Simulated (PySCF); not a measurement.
# P (phosphorus, neutral): PBE calculation

Configuration: [Ne] 3s2 3p2 4s1, high-spin 4P determinant (an excited configuration). Computed with PySCF 2.14 in aug-cc-pV(D+d)Z (5s4p3d, 32 functions), with the non-relativistic Hamiltonian (point nucleus).

| Item | Value |
| --- | --- |
| Total energy | -340.8398 hartree |
| One-electron energy | -468.7268 hartree |
| Hartree (Coulomb) energy | 150.7084 hartree |
| Exchange-correlation energy | -22.8215 hartree |
| Kinetic energy | 340.08903 hartree |
| ⟨S²⟩ | 3.7530 |
| ⟨L²⟩ | 2.023 |
| Sum of ⟨r⟩ | 17.25 bohr |
| Sum of ⟨r²⟩ | 49.49 bohr² |
| Traceless quadrupole moment −½Σ⟨3z² − r²⟩ along its main axis | 1.53 e·bohr² |
| Density at the nucleus (Gaussians lack the cusp) | 2130 bohr⁻³ |
| Spin density at the nucleus | 0.798 bohr⁻³ |
| Langevin diamagnetic susceptibility | -39.2 ×10⁻⁶ cm³/mol |

```csv
shell,electrons,mean orbital energy (hartree),spread (hartree),"rms radius, mean of both spins (bohr)"
1s α,1,-76.56994,0,0.120
1s β,1,-76.56149,0,0.120
2s α,1,-6.54345,0,0.568
2s β,1,-6.53381,0,0.568
2p α,3,-4.76292,0.00994,0.544
2p β,3,-4.75052,0.01969,0.544
3s α,1,-0.67560,0,1.98
3s β,1,-0.59865,0,1.98
3p α,2,-0.35014,0,2.37
4s α,1,-0.05942,0,5.29
```

The outer electron is Rydberg-like, and this basis confines it to a smaller radius and binds it less than a complete one would.
